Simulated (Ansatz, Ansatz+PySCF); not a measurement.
```xyz
5

C     0.0000    0.0000   -0.5692
F     0.0000    0.0000    0.6851
H     0.0000   -0.9532   -0.9169
H    -0.8255    0.4766   -0.9169
H     0.8255    0.4766   -0.9169
```

Basis set: def2-SVP (spherical functions). Frozen core: 2 orbitals. Charge 0, multiplicity 1.

Computed with Ansatz (development build ahead of 0.2.0); each method stands on the lowest determinant of its kind that the runs found. Restricted open shells among the atoms or ions are ROHF, correlated in semicanonical orbitals with singles.

The atomization energy at this shape (free ground-state atoms in the same class of orbitals less the molecule, no zero-point energy) of singlet CH₃F:

```json
{"method": "RHF-CCSD(T)", "atomization energy": "1599.8 kJ/mol"}
{"method": "RHF-MP2", "atomization energy": "1615.6 kJ/mol"}
{"method": "UHF", "atomization energy": "1255.7 kJ/mol"}
```

Problem. What does RHF give?

Solution. 1275.8 kJ/mol. Caution: the shape is not the minimum.
